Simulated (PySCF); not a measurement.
Isomers of C7H6FN, one GFN2-xTB conformer each. Single-point energies are computed at PBE0/pcSseg-1 (PySCF, gas phase, no added dispersion term), electronic only.

Problem. Rank them by PBE0/pcSseg-1 energy, lowest first (kcal/mol).
A. `C[C@@]1(F)C=CC(C#N)=C1`
B. `[CH2:1]=[CH:2][c:3]1[cH:4][n:5][cH:6][c:7]([F:8])[cH:9]1` with C1–C2–C3–C4 180°
C. `[H]/[N:1]=[CH:2]\[c:3]1[cH:4][cH:5][c:6]([F:7])[cH:8][cH:9]1` with N1–C2–C3–C4 0°
D. `[H]/[N:1]=[CH:2]\[c:3]1[cH:4][cH:5][cH:6][cH:7][c:8]1[F:9]` with N1–C2–C3–C4 0°

Solution. C (0.0), D (0.9), B (7.8), A (26.6).

As drawn, the lowest has an aromatic ring, a C=N bond and an N–H bond, which the highest lacks; the highest has a C≡N group and a C=C bond outside aromatic rings, which the lowest lacks. Neighbours under 2.5 kcal/mol apart ([H]/N=C\c1ccc(F)cc1 and [H]/N=C\c1ccccc1F) can change places with a better method, another conformer or zero-point energy. GFN2-xTB itself gives, in the same order: 1.1, 1.9, 0.0, 25.4. GFN2-xTB puts C=Cc1cncc(F)c1 lowest instead; measured from each level's own lowest isomer, the values differ by up to 7.8 kcal/mol (C=Cc1cncc(F)c1: 0.0 against 7.8).

Problem. Which frontier levels, dipoles and rotational constants go with these structures?

Solution. 
```json
{"SMILES": "[H]/N=C\\c1ccc(F)cc1", "HOMO (eV, PBE0/pcSseg-1)": "-7.40", "LUMO (eV)": "-1.54", "dipole (D)": "1.42", "A, B, C (MHz)": "5140, 978.7, 822.1"}
{"SMILES": "[H]/N=C\\c1ccccc1F", "HOMO (eV, PBE0/pcSseg-1)": "-7.54", "LUMO (eV)": "-1.70", "dipole (D)": "3.65", "A, B, C (MHz)": "2594, 1560, 974.1"}
{"SMILES": "C=Cc1cncc(F)c1", "HOMO (eV, PBE0/pcSseg-1)": "-7.17", "LUMO (eV)": "-1.73", "dipole (D)": "2.21", "A, B, C (MHz)": "2999, 1280, 897.1"}
{"SMILES": "C[C@@]1(F)C=CC(C#N)=C1", "HOMO (eV, PBE0/pcSseg-1)": "-7.42", "LUMO (eV)": "-2.41", "dipole (D)": "3.84", "A, B, C (MHz)": "3920, 1025, 967.5"}
```
